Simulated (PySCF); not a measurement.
# Two-component Hartree-Fock for Os³⁶⁺ (osmium, charge +36)

Start: [Kr] 4d4; 4d3/2 filled at m_j = -3/2, -1/2, +1/2, +3/2. Calculated with PySCF 2.14 in an even-tempered Gaussian basis (17 s from 3.9 bohr⁻², ratio 2.8; 14 p from 5.1 bohr⁻², ratio 2.8; 9 d from 5.1 bohr⁻², ratio 2.8; 3 f from 20 bohr⁻², ratio 3): generalised Hartree-Fock with the X2C-1e Hamiltonian and a Gaussian nucleus; one run each with spin-orbit coupling (SO) switched off, then screened by Boettger's factors.

| spinor shell | electrons | ε, spin-free (eV) | ε, screened SO (eV) | weight of nominal j (screened SO) | rms radius, screened SO (bohr) |
| --- | --- | --- | --- | --- | --- |
| 1s1/2 | 2 | -75795.6 | -75768.5 | 1.000 | 0.0201 |
| 2s1/2 | 2 | -14603.8 | -14593.9 | 1.000 | 0.0810 |
| 2p1/2 | 2 | -12919.8 | -14018.8 | 1.000 | 0.0687 |
| 3s1/2 | 2 | -4597.4 | -4593.3 | 1.000 | 0.205 |
| 3p1/2 | 2 | -4092.0 | -4338.6 | 1.000 | 0.196 |
| 3p3/2 | 4 | -4092.0 | -3988.9 | 1.000 | 0.211 |
| 3d3/2 | 4 | -3528.2 | -3574.8 | 1.000 | 0.185 |
| 3d5/2 | 6 | -3528.2 | -3492.6 | 1.000 | 0.190 |
| 4s1/2 | 2 | -1996.8 | -1995.1 | 1.000 | 0.428 |
| 4p1/2 | 2 | -1804.6 | -1890.5 | 1.000 | 0.429 |
| 4p3/2 | 4 | -1804.6 | -1767.2 | 1.000 | 0.458 |
| 4d3/2 | 4 | -1600.1 | -1607.4 | 1.000 | 0.442 |

(1) Where does 2p3/2 lie, and what is the 2p spin-orbit splitting (screened SO)?

```json
{"quantity": "E (hartree)", "spin-free": "-16488.07696", "screened SO": "-16512.49646"}
{"quantity": "M_J", "spin-free": "0", "screened SO": "0"}
{"quantity": "⟨J²⟩", "spin-free": "4.001", "screened SO": "0.000"}
{"quantity": "⟨L²⟩", "spin-free": "6.001", "screened SO": "2.493"}
{"quantity": "⟨S²⟩", "spin-free": "6.000", "screened SO": "2.493"}
```

Breit and QED terms are absent; they matter most for the inner s and p1/2 levels.

Densities and radii are taken from the X2C orbitals without a picture-change correction, which distorts them close to the nucleus.

Without spin-orbit coupling the j labels of p, d and f shells carry no meaning; the spin-free column gives the mean over the occupied spinors of each nl shell, and its ⟨J²⟩ belongs to a mixture of degenerate components.

## Answers

(1) At -12476.5 eV, 1542.4 eV above 2p1/2.
